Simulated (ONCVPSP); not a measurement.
**Configuration tests for molybdenum (ONCV)**

Mo, optimised norm-conserving Vanderbilt (ONCV), made with ONCVPSP 4.0.1 (PBE, scalar-relativistic). Core [Ar] 3d10, reference 4s2 4p6 4d5 5s1. Waves: 4s+5s: rc 1.60 bohr, ncon 4, nbas 8, qcut 6 1/bohr, 2 projectors; 4p: rc 2.05 bohr, ncon 3, nbas 7, qcut 7.7 1/bohr, 1 projector; 4d: rc 2.65 bohr, ncon 4, nbas 9, qcut 4.9 1/bohr, 2 projectors, debl 3.1 Ha. Local part: polynomial inside 1.25 bohr (lpopt 5, dvloc0 1 Ha). Core correction: polynomial model core, fcfact 0.5.

Energies are relative to the spin-unpolarised reference configuration 4s2 4p6 4d5 5s1; without spin polarisation the order of configurations can differ from experiment.

```tsv
valence configuration	charge	ΔE all-electron (eV)	error AE − PS (meV)
4s2 4p6 4d5 5s0	+1	6.890	0.0
4s2 4p6 4d3 5s0	+3	49.096	+127
```

Task: What are ΔE and the potential's error for 4s2 4p6 4d4 5s0?

Result: ΔE = 22.352 eV all-electron; the error (AE − PS) is -6.9 meV.

Task: What are ΔE and the potential's error for 4s2 4p6 4d5 5s0 5p1?

Result: ΔE = 3.140 eV all-electron; the error (AE − PS) is +45 meV.
